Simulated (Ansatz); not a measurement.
Molecule: OsO (charge 0, triplet). The spin state was set by rule; other spins were not relaxed. SMILES: [O]=[Os]
Geometry: optimised at B3LYP-D3(BJ)/def2-TZVP (Ansatz, a quantum-chemistry and plane-wave program).

Quantity: atomisation energy (electronic, to ground-state atoms), in kcal/mol. Cores are frozen in the correlated levels unless marked. UHF or UKS for open shells. No spin-orbit coupling. The frozen core is the preceding noble-gas configuration, with the filled d and f shells of earlier blocks. In def2 rows, elements after Kr have scalar-relativistic effective core potentials. The coupled-cluster limit lacks core correlation, which all-electron functionals hold. CBS(X,Y): correlation extrapolated as X^-3; Hartree-Fock from the larger set.

The UHF reference is spin-contaminated (<S^2> 0.79 over the pure value in the largest basis). The T1 diagnostic of CCSD in the largest basis is 0.082, which is high, so the coupled-cluster rows are less sure than usual.

| level | program | atomisation energy (kcal/mol) |
|---|---|---|
| BLYP-D4/def2-TZVPD | Ansatz + dftd4 | 131.3 |
| PBE0/def2-TZVP | Ansatz | 110.1 |
| wB97X/def2-TZVPD | Ansatz | … |
| CCSD(T)/CBS(def2-TZVPPD,def2-QZVPPD) | Ansatz | … |

Task: Some entries are withheld; supply them.

Result: 
- wB97X/def2-TZVPD, atomisation energy (kcal/mol): 106.5
- CCSD(T)/CBS(def2-TZVPPD,def2-QZVPPD), atomisation energy (kcal/mol): 110.4
